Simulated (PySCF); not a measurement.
B3LYP has the VWN-RPA correlation part, as in Gaussian. Delta-SCF ions had no search for a lower state. Excitations are Tamm–Dancoff values on a coarser integration grid. The basis has no diffuse functions, so Rydberg states are missing or too high.

Z-matrix (Å, degrees):
```
C
C 1 1.3347
H 2 1.0825 1 122.20
H 2 1.0838 3 117.00 1 179.99
C 1 1.4789 2 117.50 3 180.00
O 5 1.2082 1 124.21 2 -180.00
H 5 1.1094 6 121.01 1 180.00
C 1 1.4960 2 125.07 3 0.00
H 8 1.0891 1 111.34 2 0.00
H 8 1.0917 9 109.09 1 122.13
H 8 1.0917 9 109.09 10 115.75
```
Charge 0, spin multiplicity 1.

**Question.** What brightest of the four lowest singlets (TDA), T1 excitation (TDA), vertical ionisation energy (Delta-SCF), S1–T1 gap (TDA), dipole moment, HOMO–LUMO gap, S1 excitation (TDA) and total energy does B3LYP-D3(BJ)/def2-TZVP run with PySCF give?

**Answer.** 
```json
{
  "brightest of the four lowest singlets (TDA)": "6.27 eV",
  "T1 excitation (TDA)": "3.20 eV",
  "vertical ionisation energy (Delta-SCF)": "9.79 eV",
  "S1–T1 gap (TDA)": "0.53 eV",
  "dipole_moment": "2.97 D",
  "HOMO–LUMO gap": "5.33 eV",
  "S1 excitation (TDA)": "3.73 eV",
  "total_energy": "-6295.18 eV"
}
```
